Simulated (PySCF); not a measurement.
H7NOSi2 (SMILES N[SiH2]O[SiH3]), singlet, geometry from GFN2-xTB. Base run: M062X/6-31G (PySCF).

PySCF was given this input:
```python
from pyscf import gto, scf, dft, solvent

mol = gto.Mole()
mol.atom = '''
    Si    1.887560    0.065255    0.224298
    O     0.422460    0.097958   -0.452808
    Si   -1.164996   -0.219062   -0.548612
    N    -1.856743    0.168910    0.978661
    H     2.262230   -1.324796    0.478950
    H     2.748047    0.700401   -0.771113
    H     1.841100    0.828013    1.473183
    H    -1.577261    0.595593   -1.694602
    H    -1.372409   -1.651080   -0.738341
    H    -1.557279    1.010925    1.444349
    H    -2.842800    0.028212    1.119811
'''
mol.basis = '6-31g'
mol.charge = 0
mol.spin = 0
mol.verbose = 3
mol.build()

mf = dft.RKS(mol)
mf.xc = 'm062x'
mf.kernel()
```

The base run was repeated with changes; each row names its change, and settings that it needs were set with it.

| change | ΔE vs base (kJ/mol) | dipole (D) | HOMO-LUMO gap (eV) |
|---|---|---|---|
| base | 0.00 | 1.42 | 9.83 |
| model = IEF-PCM; solvent = dichloromethane; vdw_scale = 1.0 | -34.4 | 1.75 | 9.95 |
| model = IEF-PCM; solvent = dichloromethane; vdw_scale = 1.1 | -24.20 | 1.72 | 9.88 |
| model = SS(V)PE; solvent = dichloromethane | -17.10 | 1.68 | 9.84 |
| model = C-PCM; solvent = dichloromethane | -18.68 | 1.70 | 9.84 |
| model = IEF-PCM; solvent = n-hexane | -7.01 | 1.53 | 9.83 |
| model = IEF-PCM; solvent = dichloromethane; r_probe = 0.5 | -6.70 | 1.58 | 9.80 |
| model = IEF-PCM; solvent = dichloromethane; lebedev_order = 11 | -16.11 | 1.67 | 9.83 |
| model = IEF-PCM; solvent = dichloromethane; lebedev_order = 41 | -17.46 | 1.68 | 9.84 |
| model = ddCOSMO; solvent = dichloromethane | -15.25 | 1.63 | 9.88 |
| model = IEF-PCM; solvent = chloroform | -14.31 | 1.64 | 9.83 |
| model = COSMO; solvent = dichloromethane | -17.62 | 1.68 | 9.84 |

The base is the gas phase, so ΔE is the electrostatic part of solvation at a fixed geometry, without cavity and dispersion terms.
